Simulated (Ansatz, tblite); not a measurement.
Forces on Pb₂O₄ at its PBE-D4/def2-SVP geometry. Charge 0, multiplicity 1.

In the def2 sets Pb takes a core potential; there is no spin–orbit coupling. The xTB rows come from tblite. LC-ωPBE has ω = 0.4 bohr⁻¹. The structure holds 2 bonds between oxygen atoms, so isomers without such links may lie far lower. At PBE0-D4/def2-TZVP a triplet of charge 0 lies 0.70 eV below the restricted singlet, each at its own geometry. The structure comes from a short search, and lower isomers may exist.

GFN1-xTB (tblite), largest force 2.21 eV/Å:

```xyz
6
positions Å, forces eV/Å
Pb   -1.151   -1.225    0.599    0.546    0.384   -0.271
Pb    1.124    0.210   -1.566   -0.607   -0.156    0.614
O     0.386    1.207    0.649    0.635   -2.110   -0.143
O     1.117   -0.144    0.743   -1.296    1.499   -0.418
O    -0.560   -1.058   -1.473    0.420    0.356    0.409
O    -0.916    1.010    1.047    0.303    0.027   -0.191
```

GFN2-xTB (tblite), largest force 1.99 eV/Å:

```
Pb -0.347 -0.425 0.037
Pb -0.049 0.042 -0.397
O 0.267 -1.935 0.363
O -0.817 1.687 -0.051
O 0.316 0.171 0.221
O 0.629 0.460 -0.173
```

LC-ωPBE/def2-TZVP (Ansatz), largest force 1.94 eV/Å:

```
Pb 0.768 1.101 -0.802
Pb -1.359 -0.826 1.060
O 0.913 -1.445 -0.226
O -1.235 1.332 -0.669
O 0.871 0.820 0.920
O 0.041 -0.981 -0.283
```
